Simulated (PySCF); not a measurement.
C9H9N.
Structure used (PBE0-D3(BJ)/def2-SVP), in Å, numbered top down from 1:
```xyz
19
C9H9N angstrom
C      4.099   -0.816    0.518
C      2.966   -0.560   -0.084
C      1.833   -0.297   -0.688
C      0.988    0.921   -0.434
C     -0.389    0.601    0.093
C     -1.519    1.294   -0.348
C     -2.765    0.982    0.195
N     -2.952    0.047    1.122
C     -1.877   -0.617    1.541
C     -0.589   -0.383    1.065
H      5.053   -0.470    0.106
H      4.129   -1.388    1.451
H      1.457   -1.018   -1.426
H      0.886    1.501   -1.367
H      1.506    1.577    0.286
H     -1.433    2.072   -1.111
H     -3.659    1.518   -0.145
H     -2.046   -1.386    2.304
H      0.255   -0.967    1.442
```

The calculation used PySCF 2.14.0, PBE0-D3(BJ)/def2-SVP geometry optimisation, gas phase.

Take the most abundant isotopes and a rigid rotor. The values belong to one conformer with, in the numbering `[CH2:1]=[C:2]=[CH:3][CH2:4][c:5]1[cH:6][cH:7][n:8][cH:9][cH:10]1`, C2–C3–C4–C5 -118°, C3–C4–C5–C6 -139°.

**Question.** What are A, B and C (cm⁻¹)?

**Answer.** Ia = 128.95, Ib = 757.00, Ic = 861.75 u·Å²; 505379 MHz·u·Å²/I gives 3919, 667.6 and 586.5 MHz, that is A = 0.13073, B = 0.02227, C = 0.01956 cm⁻¹.

**Question.** What kind of rotor is it?

**Answer.** A near-prolate asymmetric top: κ = (2 × 667.6 − 3919 − 586.5)/(3919 − 586.5) = -0.95.

**Question.** Is it planar, by Δ = Ic − Ia − Ib?

**Answer.** Not planar: Δ = Ic − Ia − Ib = -24.20 u·Å². For a rigid frame Δ = −2 Σ m c², so Σ m c² = 12.10 u·Å² lies off the ab plane: 5.13 from hydrogen and 6.97 from heavier atoms. The atom farthest from that plane is 1.70 Å away.

**Question.** Give the other two planar moments, Paa and Pbb, and the rms extents of the mass along the axes.

**Answer.** Paa = Σ m a² = (Ib + Ic − Ia)/2 = 744.90 and Pbb = Σ m b² = (Ia + Ic − Ib)/2 = 116.85 u·Å². With the mass M = 131.07 u, the rms extents √(P/M) along a, b and c are 2.38, 0.94, 0.30 Å.

**Question.** Which types of transition are allowed, and where do some lines up to J = 2 fall?

**Answer.** The dipole components are |μa| = 2.28 D, |μb| = 1.07 D, |μc| = 0.25 D. Intensities carry the squares of the components, which stand as 1.00 : 0.22 : 0.01 (a : b : c). Some lines, for components of 0.1 D or more:

```csv
type,branch,"J(Ka,Kc)",MHz,lower level (cm⁻¹)
a,R,"2(1,1) ← 1(1,0)",2589,0.153
c,Q,"1(1,1) ← 1(0,1)",3252,0.042
c,R,"1(1,0) ← 0(0,0)",4587,0.000
b,R,"2(1,2) ← 1(0,1)",5679,0.042
c,Q,"2(2,1) ← 2(1,1)",9755,0.239
b,Q,"2(2,0) ← 2(1,1)",9756,0.239
b,Q,"2(2,1) ← 2(1,2)",9998,0.231
c,R,"2(2,0) ← 1(1,0)",12346,0.153
c,R,"2(2,1) ← 1(1,1)",12425,0.150
b,R,"2(2,0) ← 1(1,1)",12427,0.150
```

**Question.** Estimate the classical rotational partition function at 10 K, 100 K and 298.15 K.

**Answer.** Point group C1, symmetry number σ = 1; q = (√π/σ)·√((kT/h)³/(ABC)), k/h = 20836.6 MHz/K: 4300 at 10 K, 136000 at 100 K, 701000 at 298.15 K.

No frequency check. Zero-point vibration and centrifugal distortion are left out. Quadrupole hyperfine structure (14N) is left out.
